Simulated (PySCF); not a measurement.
PySCF job for 1-chloro-1,3-difluorobuta-1,2-diene (C4H3ClF2), SMILES CC(F)=C=C(F)Cl, SMD-PBE0/6-31G*. The structure is a stationary point at B3LYP-D3(BJ)/def2-SVP.

```python
import numpy as np
from pyscf import gto, scf, dft
from pyscf.solvent import smd

mol = gto.M(
    atom='''
    C    -2.37500550   -0.01144890   -1.41909012
    C    -1.60403096   -0.23165665   -0.16059378
    F    -2.40801190   -0.41638729    0.90474960
    C    -0.29850874   -0.26038946   -0.02042449
    C     1.00167677   -0.24659537    0.07666825
    F     1.77515073   -1.32235815   -0.05421019
    Cl    1.94752789    1.17759399    0.39296045
    H    -1.70406185    0.13932799   -2.27382006
    H    -3.02587993   -0.87958136   -1.61459068
    H    -3.02707144    0.87040697   -1.30613055
    ''',
    basis='6-31G*',
    charge=0,
    spin=0,
    max_memory=1600,
    verbose=3,
)
mf = dft.RKS(mol, xc='pbe0').density_fit(auxbasis='def2-universal-jkfit')
mf.grids.level = 3
mf.conv_tol = 1e-9
mf.max_cycle = 100
mf.kernel()
res = {}
for name in ['water', 'N,N-dimethylformamide', '2-propanol']:
    s = mf.SMD()
    s.with_solvent.solvent, s.with_solvent.sasa_ng = name, 302
    s.kernel(mf.make_rdm1())
    res[name] = (s.e_tot, s.with_solvent.get_cds(), s.dip_moment(), s.mo_energy, s.converged)
    print(f'SMD {name}: dG(solv) = {(s.e_tot - mf.e_tot) * 627.509474:.3f} kcal/mol, of which CDS {res[name][1] * 627.509474:.3f}')
```

Program output:

```
converged SCF energy = -813.48364277139
converged SCF energy = -813.480948164937
Dipole moment(X, Y, Z, Debye): -2.21904,  0.39347, -2.06337
SMD water: dG(solv) = 1.691 kcal/mol, of which CDS 4.602
converged SCF energy = -813.487074631594
Dipole moment(X, Y, Z, Debye): -2.20620,  0.39200, -2.05398
SMD N,N-dimethylformamide: dG(solv) = -2.154 kcal/mol, of which CDS 0.696
converged SCF energy = -813.487896912324
Dipole moment(X, Y, Z, Debye): -2.18384,  0.38950, -2.03774
SMD 2-propanol: dG(solv) = -2.670 kcal/mol, of which CDS 0.072
```

The run converged.

Cost: around 80 core-seconds (rough).
